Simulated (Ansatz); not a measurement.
Basis sets compared for tetraphenylborate (C24H20B⁻). Charge -1, multiplicity 1. Geometry PBE-D4/def2-SVP. Ansatz on 2 threads of AMD EPYC 7R13 on a shared host and a share (18 GiB) of an NVIDIA H100 80GB HBM3; times are rough, and most runs start from earlier orbitals.

```csv
atom,x (Å),y (Å),z (Å)
C1,3.047,-2.474,-2.226
C2,3.424,-1.282,-1.586
C3,2.478,-0.539,-0.861
C4,1.128,-0.945,-0.736
B5,0.000,0.000,0.000
C6,-0.520,0.970,-1.222
C7,0.138,2.180,-1.549
C8,-0.226,2.960,-2.660
C9,-1.273,2.547,-3.500
C10,-1.937,1.343,-3.213
C11,-1.560,0.577,-2.098
C12,0.609,0.846,1.272
C13,1.605,0.308,2.121
C14,2.050,0.971,3.276
C15,1.502,2.214,3.633
C16,0.499,2.770,2.821
C17,0.067,2.092,1.670
C18,-1.215,-0.871,0.685
C19,-2.521,-0.346,0.834
C20,-3.536,-1.033,1.519
C21,-3.277,-2.288,2.094
C22,-1.987,-2.832,1.978
C23,-0.984,-2.130,1.290
C24,0.778,-2.142,-1.407
C25,1.711,-2.898,-2.135
H26,3.785,-3.063,-2.795
H27,4.467,-0.927,-1.653
H28,2.796,0.398,-0.375
H29,0.969,2.520,-0.910
H30,0.315,3.898,-2.874
H31,-1.565,3.155,-4.372
H32,-2.756,0.997,-3.867
H33,-2.090,-0.369,-1.899
H34,2.045,-0.671,1.867
H35,2.832,0.513,3.906
H36,1.848,2.741,4.537
H37,0.049,3.741,3.090
H38,-0.728,2.544,1.053
H39,-2.746,0.642,0.399
H40,-4.541,-0.584,1.607
H41,-4.070,-2.834,2.631
H42,-1.761,-3.812,2.431
H43,0.023,-2.574,1.220
H44,-0.267,-2.490,-1.357
H45,1.393,-3.826,-2.639
```

Single mean-field runs in def2-SVP, def2-TZVP are fitted with def2-universal-jkfit.

```
           level  functions  energy (Eh)  HOMO (eV)  LUMO (eV)  wall time
 PBE-D4/def2-SVP        450    -949.6820      -1.96       2.14      7.5 s
PBE0-D4/def2-SVP        450    -949.7800      -2.93       3.00      7.5 s
```

Estimate the rows for PBE-D4/def2-TZVP (with forces), PBE0-D4/def2-TZVP.


```json
{"level": "PBE-D4/def2-TZVP (with forces)", "functions": "895", "energy (Eh)": "-950.6733", "HOMO (eV)": "-2.09", "LUMO (eV)": "1.90", "wall time": "14 s"}
{"level": "PBE0-D4/def2-TZVP", "functions": "895", "energy (Eh)": "-950.7585", "HOMO (eV)": "-3.02", "LUMO (eV)": "2.77", "wall time": "9.5 s"}
```
